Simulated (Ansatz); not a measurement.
Program: Ansatz. Geometries: PBE0-D4/def2-TZVP. ΔE: electronic, gas phase. CCSD(T)/CBS adds triple-zeta CCSD(T) − MP2 to the extrapolated MP2 energy (def2 sets, frozen cores). This one scheme is used for every species. DFT in def2-TZVPP. B3LYP here is the variant with VWN-RPA as its local correlation; programs differ in this. HSE06 is defined as in plane-wave codes. Elements past krypton have def2 core potentials. For In outer-core shells are correlated without core-valence functions, which leaves a few kJ/mol of doubt a bond. One conformer a species, not always the lowest.

Reaction (ligand exchange at the In–C bond): `C=[CH][InH][Cl]` + `N=C=O` → `O=C=[N][InH][Cl]` + `C=C`

Q: Is it downhill or uphill in electronic energy at CCSD(T)/CBS, and by how much? (An estimate is asked.)

A: Computed: Downhill: ΔE = -18.0 kcal/mol.

Q: What do these levels give: B3LYP-D4, r2SCANh-D4, HSE06-D4, ωB97X-V, B2PLYP, revPBE, BLYP, B3LYP, r2SCANh, RPA@PBE/def2-TZVPP, HF/def2-QZVPP, CCSD/CBS(def2)? (An estimate is asked.)

A: Computed: B3LYP-D4 -17.3, r2SCANh-D4 -17.2, HSE06-D4 -16.4, ωB97X-V -17.9, B2PLYP -18.1, revPBE -16.0, BLYP -16.9, B3LYP -17.8, r2SCANh -17.2, RPA@PBE/def2-TZVPP -16.9, HF/def2-QZVPP -23.5, CCSD/CBS(def2) -18.6 kcal/mol.

Largest T1 diagnostic among the species: 0.018.

In def2-TZVPP, CCSD(T) changes the Hartree–Fock value by +5.6 kcal/mol (the triples alone add +0.6 kcal/mol) and MP2 by +5.9 kcal/mol. From BLYP to BHLYP (50 % exact exchange), in def2-TZVPP and without D4, ΔE moves by −2.8 kcal/mol.
